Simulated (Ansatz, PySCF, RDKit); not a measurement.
Two conformers of C4H8O (SMILES C=CCOC), B3LYP-D3(BJ)/def2-TZVP minima.
Conformer 1 (charge 0, multiplicity 1):
```xyz
13

C      1.840     0.753    -0.203
C      1.137    -0.366    -0.097
C      0.091    -0.615     0.948
O     -1.164    -0.986     0.397
C     -1.823     0.075    -0.267
H      2.599     0.882    -0.964
H      1.686     1.583     0.479
H      1.299    -1.181    -0.797
H      0.385    -1.458     1.578
H     -0.018     0.269     1.591
H     -2.780    -0.313    -0.612
H     -2.002     0.917     0.415
H     -1.251     0.440    -1.126
```
Conformer 2 (charge 0, multiplicity 1):
```xyz
13

C     -2.31479    -0.08142    -0.29024
C     -1.01029    -0.14937    -0.51766
C      0.00115    -0.50653     0.53015
O      0.97332     0.50831     0.74805
C      1.97064     0.57635    -0.24847
H     -2.72681    -0.27585     0.69395
H     -3.01972     0.16599    -1.07365
H     -0.63068     0.05259    -1.51462
H     -0.49656    -0.65867     1.48880
H      0.50931    -1.44429     0.25954
H      2.47153    -0.39242    -0.37605
H      2.70195     1.31271     0.08146
H      1.57095     0.89261    -1.21878
```

No zero-point or thermal terms.

Rows in 6-31G* carry no dispersion term and start afresh at each structure (6-31G* with six Cartesian d functions).

Run with Ansatz (Gaussian basis) for Hartree–Fock, density functionals and correlated methods; PySCF for 6-31G* rows; RDKit for the force fields. 

Question: One of these levels gives 1.30 kcal/mol for the electronic energy of conformer 2 less that of conformer 1. Which one is it?
A. PBE/def2-TZVPP
B. UFF
C. BP86/6-31G*

Answer: A, PBE/def2-TZVPP. The others give 0.50 (UFF), 1.69 (BP86/6-31G*)

Ansatz is a first-principles code.
